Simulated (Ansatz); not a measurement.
Stretching the Cd1–H2 bond in CdFH (SMILES [F][CdH]) (multiplicity 1 held, fragments rigid). Energies count from the point at 1.635 Å.
Geometry at that point (charge 0, multiplicity 1):
```xyz
3

Cd     0.0000     0.0000    -0.2748
H      0.0000     0.0000    -1.9099
F      0.0000     0.0000     1.6778
```

U- levels take the lowest unrestricted solution at each point, which mixes spins at long bonds. Active spaces are followed from a long bond inwards. Levels need not reach the same state.

Cores are frozen in the correlated methods.

The values were computed with Ansatz (an electronic-structure program). Each number belongs to the level named beside it. In def2 rows elements past Kr take small-core potentials, without spin–orbit coupling.

Q: Predict the energy at R = 5.232 Å from U-wB97X-V/def2-TZVPP.

A: 3.34 eV

Q: Estimate the energy at R = 5.232 Å that FIC-MRCISD on CASSCF(2,2)/def2-TZVPP returns for this input.

A: 3.08 eV

Q: What is the computed energy at R = 5.232 Å (CASSCF(2,2)/def2-TZVPP)?

A: 2.66 eV

Doubts at one or more of the structures used: a spin-contaminated determinant (U-wB97X-V/def2-TZVPP).
